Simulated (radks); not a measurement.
Question: Numerical settings for neutral lead, [Hg] 6p2. All-electron calculation, Dirac Kohn-Sham, PBEsol, spin-unpolarised, spherical densities, finite nucleus; open shells are shared between the two j in proportion to 2j + 1; Fermi nuclear charge, rms radius 5.5012 fm. Program: a radial shooting solver on a logarithmic mesh with Libxc functionals. The defaults (mesh step 0.008 in ln r, mesh end at 40 bohr or more with all orbitals vanishing there, Anderson mixing 0.5 over 9 steps, residual threshold near 1e-9 with the energy settled to 1e-9 hartree or 1e-11 of itself, here a cap of 89 iterations) give E = -20917.026 hartree and 6p3/2 at -3.131 eV in 15 iterations. Run on one thread of a shared host, so times are rough (Intel(R) Xeon(R) Platinum 8488C): 0.19 s of CPU time, 0.19 s wall, 15 iterations on 2440 mesh points. One setting is changed at a time: mesh step in ln r 0.005; mesh step in ln r 0.05; mesh step in ln r 0.08; mesh end (bohr) 2; mesh end (bohr) 8; residual threshold 0.001; residual threshold 1e-13; mixing 1; linear mixing, mixing 0.5; linear mixing, mixing 0.05; mixing history 20; iteration cap 8. Which runs fail to converge, and which converge to a wrong energy?

Answer: Not converged within the cap: mesh step in ln r 0.08; linear mixing, mixing 0.05; iteration cap 8. Settled on a wrong energy, with an occupied level pushed above zero by the early mesh end: mesh end (bohr) 2 (+19.5 hartree). Apart from these: settings that end as converged yet miss the energy by more than 1 mhartree: mesh end (bohr) 8 (+0.00705 hartree).
